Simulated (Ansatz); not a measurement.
Job for Ansatz (an electronic-structure program): U-CCSD(T)/aug-cc-pV(T+d)Z on SiP, 2S+1 = 2, a spin state set in the input, which need not be the lowest, a point of a bond scan (R = 2.078 Å). Files ending in .json are basis or fitting sets from the Basis Set Exchange.

Ansatz 0.2 input:
```yaml
crystal:
  periodic: [false, false, false]
  atoms:
    - {symbol: Si, position_ang: [0.00000000, 0.00000000, 0.00000000]}
    - {symbol: P, position_ang: [0.00000000, 0.00000000, 2.07790900]}
basis:
  gaussian:
    orbitals: aug-cc-pV_T+d_Z.json
    pivot_positions_ang: [[0.00000000, 0.00000000, 0.00000000], [0.00000000, 0.00000000, 2.07790900]]
magnetization: {spin_polarized: true, initial_magnetization: 1}
correlation: {method: ccsd_t, electrons: outside_noble_gas}
output: {orbitals: {seedname: ./end}}
```

Program output:

```
WARN ansatz: RAYON_NUM_THREADS=2 ignored (pool sized by the plan → 2); use --threads N
Functional definition: HF
integrals: 0.23 GiB planned
720 factors; integrals over basis functions are off by at most 2.7e-4 eV
mean field: 0.27 GiB planned
mean field evaluation 1: about -17130.9876 eV, gradient 1.2e1 eV
mean field evaluation 2: about -17130.9877 eV, gradient 1.2e1 eV
mean field evaluation 4: about -17132.2229 eV, gradient 2.1e0 eV
mean field evaluation 8: about -17132.2978 eV, gradient 2.8e-1 eV
mean field evaluation 16: about -17132.5721 eV, gradient 1.0e-1 eV
mean field evaluation 32: about -17133.1323 eV, gradient 4.3e-3 eV
mean field evaluation 64: about -17132.2820 eV, gradient 1.9e-5 eV
mean field evaluation 96: about -17132.3917 eV, gradient 1.3e0 eV
mean field evaluation 128: about -17133.1315 eV, gradient 9.6e-4 eV
mean field evaluation 160: about -17133.1315 eV, gradient 3.6e-2 eV
mean field evaluation 192: about -17132.5810 eV, gradient 1.3e-1 eV
mean field evaluation 224: about -17133.1315 eV, gradient 2.3e-4 eV
mean field evaluation 256: about -17131.3428 eV, gradient 4.2e-1 eV
mean field evaluation 288: about -17133.0625 eV, gradient 2.0e-1 eV
mean field evaluation 320: about -17133.0459 eV, gradient 2.1e-1 eV
mean field evaluation 352: about -17133.0597 eV, gradient 1.9e-1 eV
mean field evaluation 384: about -17132.6020 eV, gradient 3.3e-1 eV
mean field evaluation 416: about -17131.3409 eV, gradient 5.2e-4 eV
mean field evaluation 448: about -17130.1766 eV, gradient 8.0e0 eV
mean field evaluation 480: about -17130.8453 eV, gradient 2.5e-1 eV
mean field evaluation 512: about -17130.8651 eV, gradient 3.6e-2 eV
mean field evaluation 544: about -17129.6428 eV, gradient 1.7e-2 eV
mean field evaluation 576: about -17130.2813 eV, gradient 1.1e-2 eV
mean field evaluation 608: about -17129.4231 eV, gradient 1.6e-3 eV
mean field evaluation 640: about -17130.3699 eV, gradient 5.8e-2 eV
mean field evaluation 672: about -17129.5625 eV, gradient 1.2e-1 eV
mean field evaluation 704: about -17129.6426 eV, gradient 1.5e-1 eV
mean field evaluation 736: about -17133.0482 eV, gradient 1.1e-1 eV
mean field evaluation 768: about -17133.0449 eV, gradient 1.4e-1 eV
mean field evaluation 800: about -17133.0369 eV, gradient 2.6e-1 eV
mean field evaluation 832: about -17133.0523 eV, gradient 1.3e-1 eV
mean field evaluation 864: about -17133.0452 eV, gradient 1.5e-1 eV
mean field evaluation 896: about -17131.3408 eV, gradient 3.0e-2 eV
mean field evaluation 928: about -17130.8653 eV, gradient 3.6e-3 eV
mean field evaluation 960: about -17130.6728 eV, gradient 8.9e-4 eV
mean field evaluation 992: about -17130.2889 eV, gradient 1.9e0 eV
mean field evaluation 1024: about -17130.2759 eV, gradient 2.8e-1 eV
mean field evaluation 1056: about -17129.5616 eV, gradient 1.7e-3 eV
mean field evaluation 1088: about -17130.3789 eV, gradient 7.1e0 eV
mean field evaluation 1120: about -17128.9865 eV, gradient 6.5e0 eV
mean field evaluation 1152: about -17133.1315 eV, gradient 7.9e-4 eV
mean field evaluation 1184: about -17132.2962 eV, gradient 1.9e-1 eV
mean field evaluation 1216: about -17133.0439 eV, gradient 8.6e-2 eV
mean field evaluation 1248: about -17133.0435 eV, gradient 1.5e-1 eV
mean field evaluation 1280: about -17133.0486 eV, gradient 6.9e-2 eV
mean field evaluation 1312: about -17129.6434 eV, gradient 6.8e-4 eV
mean field -17133.13226655 eV, -629.6309975416 hartree, gradient 3.0e-6 eV, S^2 1.109302; 27 other end points of the search recorded, 0 dependent functions left out
determinant -17133.13226655 eV, -629.6309975416 hartree, with singles and doubles -17139.62248428 eV, -629.8695086438 hartree
determinant -17132.58104708 eV, -629.6107405998 hartree, with singles and doubles -17139.14757592 eV, -629.8520560835 hartree
determinant -17132.57220238 eV, -629.6104155629 hartree, with singles and doubles -17139.24570781 eV, -629.8556623640 hartree
determinant -17132.30295127 eV, -629.6005207672 hartree, with singles and doubles -17139.33562154 eV, -629.8589666328 hartree
determinant -17132.28203430 eV, -629.5997520828 hartree, with singles and doubles -17139.35205240 eV, -629.8595704555 hartree
determinant -17131.34087284 eV, -629.5651650368 hartree, with singles and doubles -17137.00387354 eV, -629.7732764740 hartree
determinant -17130.86527475 eV, -629.5476871296 hartree, with singles and doubles -17136.87469738 eV, -629.7685293380 hartree
determinant -17130.67282237 eV, -629.5406146349 hartree, with singles and doubles -17136.59878424 eV, -629.7583897170 hartree
determinant -17130.37090858 eV, -629.5295195077 hartree, with singles and doubles -17136.48683315 eV, -629.7542755902 hartree
determinant -17130.28130350 eV, -629.5262265819 hartree, with singles and doubles -17136.38208539 eV, -629.7504261811 hartree
determinant -17129.64344358 eV, -629.5027856621 hartree, with singles and doubles -17136.57718274 eV, -629.7575958764 hartree
determinant -17133.13226655 eV, -629.6309975416 hartree, with singles and doubles -17139.56986719 eV, -629.8675750016 hartree
determinant -17132.58104708 eV, -629.6107405998 hartree, with singles and doubles -17139.17075319 eV, -629.8529078324 hartree
determinant -17132.57220238 eV, -629.6104155629 hartree, with singles and doubles -17139.23432685 eV, -629.8552441215 hartree
determinant -17132.30295127 eV, -629.6005207672 hartree, with singles and doubles -17139.27194260 eV, -629.8566264748 hartree
determinant -17132.28203430 eV, -629.5997520828 hartree, with singles and doubles -17139.27564311 eV, -629.8567624659 hartree
determinant -17133.13150650 eV, -629.6309696101 hartree, with singles and doubles -17139.62519796 eV, -629.8696083698 hartree
determinant -17133.13150650 eV, -629.6309696101 hartree, with singles and doubles -17139.57155643 eV, -629.8676370801 hartree
10 core orbitals not correlated
reference -17133.13150650 eV, -629.6309696101 hartree; 5, 4 occupied and 95, 96 virtual orbitals, 720 factors
second order -5.35270686 eV of doubles, -0.00000000 eV of singles
coupled cluster: 0.53 GiB planned
cycle   1  -6.44005064 eV  change   -7.0e-7 eV  update   5.0e-6
coupled cluster: 0.53 GiB planned
perturbative correction -0.42125961 eV, -0.0154810051 hartree
Total energy: -17139.99281674 eV, -629.8831181109 hartree
```

The run converged. Its determinant has ⟨S²⟩ = 1.07, a mixture of spin states.

Cost: roughly 4 core-minutes.
